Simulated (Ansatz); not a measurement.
Born–Oppenheimer molecular dynamics of BClH4SSi (8 atoms, charge 0, multiplicity 1). It starts at the highest image of a converged band. Of that band: Neighbouring images differ by up to 1.6 eV, so the band resolves the path poorly. A vibrational analysis at the climbing image gives one clearly imaginary mode, 1203i cm⁻¹: a first-order saddle point.

Computed with Ansatz, RKS CAM-B3LYP-D4/6-31G*.

```json
{
  "ensemble": "NVE (velocity Verlet)",
  "time step": "0.5 fs",
  "steps asked": "200",
  "starting velocities drawn for": "300 K",
  "seed": "6891"
}
```

First frame:

```xyz
8
Properties=species:S:1:pos:R:3
Si -0.055 1.011 0.099
B 0.227 -1.105 -0.228
S 0.293 -2.245 1.057
Cl 0.324 -1.317 -1.987
H -1.061 1.511 -0.860
H -0.411 1.388 1.486
H 1.307 1.486 -0.230
H -0.624 -0.729 0.662
```

Question: How far do the bonds stretch over the last three quarters of this one trajectory? (Pairs bonded in most of those frames.)

Answer: 
| bond | mean (Å) | spread (Å) | shortest | longest |
| --- | --- | --- | --- | --- |
| Si1–B2 | 2.063 | 0.064 | 1.96 | 2.17 |
| Si1–H5 | 1.485 | 0.026 | 1.45 | 1.53 |
| Si1–H6 | 1.493 | 0.044 | 1.43 | 1.56 |
| Si1–H7 | 1.492 | 0.018 | 1.46 | 1.53 |
| B2–S3 | 1.841 | 0.050 | 1.75 | 1.92 |
| B2–Cl4 | 1.769 | 0.053 | 1.67 | 1.86 |
| S3–H8 | 1.425 | 0.130 | 1.19 | 1.66 |

Mean temperature of the second half: 1466 K. The conserved energy stayed within 0.74 meV per atom of its start (net change -0.43 meV per atom), so the integration is sound. The kinetic energy rose, since the run started high on the potential surface and went downhill. A run of 0.1 ps of so small a system gives no equilibrium averages. The orbitals stay closed-shell, which can raise the energy where a bond breaks towards radicals; this wasn't checked here.

The run took 5.9 min on 2 threads of AMD EPYC 7R13 Processor (Zen 3) (shared host), peak memory 0.2 GiB.
